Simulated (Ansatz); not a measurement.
Job for Ansatz (a first-principles code): R-PBE/def2-TZVPP on CH6GeO2 (SMILES [CH3][GeH]([OH])[OH]), a point of a torsion scan.

Ansatz 0.2 input:
```yaml
crystal:
  periodic: [false, false, false]
  atoms:
    - {symbol: C, position_ang: [-1.32606281, -0.58820728, -0.08952852]}
    - {symbol: Ge, position_ang: [0.35320975, 0.29592014, 0.45380047]}
    - {symbol: O, position_ang: [1.50406263, 0.43906734, -0.87111532]}
    - {symbol: O, position_ang: [0.02136075, 1.95477324, 0.83584033]}
    - {symbol: H, position_ang: [-1.14975278, -1.59492974, -0.45695701]}
    - {symbol: H, position_ang: [-1.79231687, -0.00664785, -0.88062890]}
    - {symbol: H, position_ang: [-2.01337204, -0.64081866, 0.74725280]}
    - {symbol: H, position_ang: [1.07909673, -0.33739926, 1.62817241]}
    - {symbol: H, position_ang: [1.78693010, -0.36574110, -1.29577006]}
    - {symbol: H, position_ang: [0.65827074, 2.56999490, 0.47725195]}
basis:
  gaussian:
    orbitals: def2-TZVPP
hamiltonian:
  xc: {name: PBE}
scf: {lower_state_search: off}
```

Task: Predict the final total energy.

Result: -2268.7725 hartree.
